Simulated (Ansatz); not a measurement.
C2H6Cl2Si can be A, `CC(Cl)[SiH2]Cl`, or B, `C[Si](C)(Cl)Cl`.

Calculated with Ansatz (gas phase, PBE0-D4/def2-TZVP geometries, no zero-point term in ΔE). CCSD(T)/CBS adds triple-zeta CCSD(T) − MP2 to the extrapolated MP2 energy (def2 sets, frozen cores). Functionals use def2-TZVPP. B3LYP here is the variant with VWN-RPA as its local correlation; programs differ in this. One conformer a species, not always the lowest.

A:

Z-matrix (Å, degrees):
```
C
C 1 1.511
H 1 1.093 2 109.4
H 1 1.092 2 111.1 3 -119.7
H 1 1.092 2 111.2 3 119.6
Cl 2 1.805 1 110.9 3 179.7
Si 2 1.879 1 115.6 3 -64.0
H 2 1.092 1 111.0 3 62.7
Cl 7 2.062 2 108.9 1 60.3
H 7 1.478 2 110.4 1 178.8
H 7 1.480 2 109.3 1 -57.7
```

B:

Z-matrix (Å, degrees):
```
C
Si 1 1.851
H 1 1.093 2 110.3
H 1 1.093 2 110.3 3 120.1
H 1 1.091 2 110.5 3 -120.0
C 2 1.851 1 114.5 3 -60.1
Cl 2 2.058 1 108.6 3 61.5
Cl 2 2.058 1 108.6 3 178.4
H 6 1.091 2 110.5 1 -180.0
H 6 1.093 2 110.3 1 -60.0
H 6 1.093 2 110.3 1 60.0
```

Question: Which is lower in electronic energy at CCSD(T)/CBS, and by how much? (Estimate.)

Answer: The calculation gave: B, by 227.8 kJ/mol.

Question: Give E(B) − E(A) in kJ/mol with B3LYP, CCSD(T)/def2-SVP, BLYP-D4, B2PLYP, B3LYP-D4, LDA (SPW92), CCSD(T)/def2-TZVPP. (Estimate.)

Answer: Ansatz gave: B3LYP -225.2, CCSD(T)/def2-SVP -207.8, BLYP-D4 -220.6, B2PLYP -228.1, B3LYP-D4 -226.5, LDA (SPW92) -221.0, CCSD(T)/def2-TZVPP -225.0. None reverses the order clearly.

Question: Does the order hold for the free energy at 298.15 K (harmonic terms from PBE0-D4)? (Estimate.)

Answer: Ansatz gave: Yes: G(B) − G(A) = -220.9 kJ/mol, for one conformer each.

Largest T1 diagnostic: 0.009.

Leaving LDA and LC-ωPBE aside and taking each functional with its dispersion term where it has one, the values, not all of them listed here, spread over 21.3 kJ/mol, from B97M-V to BLYP-D4. At CCSD(T), def2-SVP lies +20.1 kJ/mol from the extrapolated value and def2-TZVPP +2.8 kJ/mol.
